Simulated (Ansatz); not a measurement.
Cost and result for the atomization energy of F₂H₂SeSi₂ (`F[Si@@H]1[Se][Si@@H]1F`) (7 atoms, 7 bonds).

Total charge 0; spin multiplicity 1. Correlated methods include outer-core shells of Se, which these sets cover unevenly. Scalar relativity is left out up to krypton. Geometry: relaxed with PBE0-D4/def2-TZVP. Program: Ansatz. All runs use 4 threads of a server CPU on a shared host. Times are those of one run each, without the atoms' runs, and a repeat can differ threefold. Electronic energies, without spin–orbit coupling; frozen cores. CCSD(T)/CBS adds CCSD(T) − MP2 in def2-TZVPP to the MP2 limit, and its time is that of the two runs behind it. T1 = 0.013. With those shells the extrapolation isn't a true limit. B3LYP takes the VWN-RPA correlation (the form of Gaussian; ORCA's B3LYP/G).

CCSD(T)/CBS is a level of theory with its own doubt, some kJ/mol a heavy atom from the limit and from the frozen cores, so smaller differences don't rank the functionals.

```json
{"level": "BLYP-D4/def2-TZVPP", "functions": "222", "wall time": "2 s"}
{"level": "PBE0-D4/def2-TZVPP", "functions": "222", "wall time": "3.6 s"}
{"level": "BHLYP-D4/def2-TZVPP", "functions": "222", "wall time": "3.8 s"}
{"level": "CAM-B3LYP-D4/def2-TZVPP", "functions": "222", "wall time": "4.1 s"}
{"level": "B3LYP-D4/def2-TZVPP (with forces)", "functions": "222", "wall time": "4.9 s"}
{"level": "r2SCAN-D4/def2-TZVPP (with forces)", "functions": "222", "wall time": "5 s"}
{"level": "r2SCANh-D4/def2-TZVPP", "functions": "222", "wall time": "6 s"}
{"level": "CCSD(T)/def2-SVP", "functions": "106", "wall time": "6 s"}
{"level": "ωB97X-V/def2-TZVPP", "functions": "222", "wall time": "9 s"}
{"level": "ωB97M-V/def2-TZVPP (with forces)", "functions": "222", "wall time": "13 s"}
{"level": "MP2/def2-QZVPP", "functions": "403", "wall time": "19 s"}
{"level": "CCSD(T)/def2-TZVPP", "functions": "222", "wall time": "2.5 min"}
{"level": "CCSD(T)/CBS(def2)", "functions": "–", "wall time": "2.9 min"}
```

(1) What atomization energy does each give, and how far from CCSD(T)/CBS? (An estimate is asked.)

Answers

(1) Ansatz gave: 
```
                             level  atomization (kJ/mol)  difference from CCSD(T)/CBS  per bond
                BLYP-D4/def2-TZVPP                2438.7                        -46.2      -6.6
                PBE0-D4/def2-TZVPP                2443.7                        -41.2      -5.9
               BHLYP-D4/def2-TZVPP                2358.5                       -126.4     -18.1
           CAM-B3LYP-D4/def2-TZVPP                2448.1                        -36.8      -5.3
 B3LYP-D4/def2-TZVPP (with forces)                2433.9                        -51.0      -7.3
r2SCAN-D4/def2-TZVPP (with forces)                2486.4                          1.5       0.2
             r2SCANh-D4/def2-TZVPP                2461.3                        -23.6      -3.4
                  CCSD(T)/def2-SVP                2205.2                       -279.7     -40.0
                ωB97X-V/def2-TZVPP                2483.6                         -1.3      -0.2
  ωB97M-V/def2-TZVPP (with forces)                2457.1                        -27.8      -4.0
                    MP2/def2-QZVPP                2531.3                         46.4       6.6
                CCSD(T)/def2-TZVPP                2386.1                        -98.8     -14.1
                 CCSD(T)/CBS(def2)                2484.9                          0.0       0.0
```

In def2-TZVPP, CCSD(T) changes the Hartree–Fock value by +628.0 kJ/mol (the triples alone add +49.8 kJ/mol) and MP2 by +713.6 kJ/mol; breaking electron pairs costs correlation energy, which Hartree–Fock lacks. Leaving LDA and LC-ωPBE aside and taking each functional with its dispersion term where it has one, the values, not all of them listed here, spread over 141.7 kJ/mol, from BHLYP-D4 to PBE-D4. LDA lies +365.5 kJ/mol from PBE without D4, its usual overbinding. From PBE to PBE0 (25 % exact exchange), in def2-TZVPP and without D4, the atomization energy moves by −53.4 kJ/mol: exact exchange takes away binding that semilocal exchange gives to molecules.
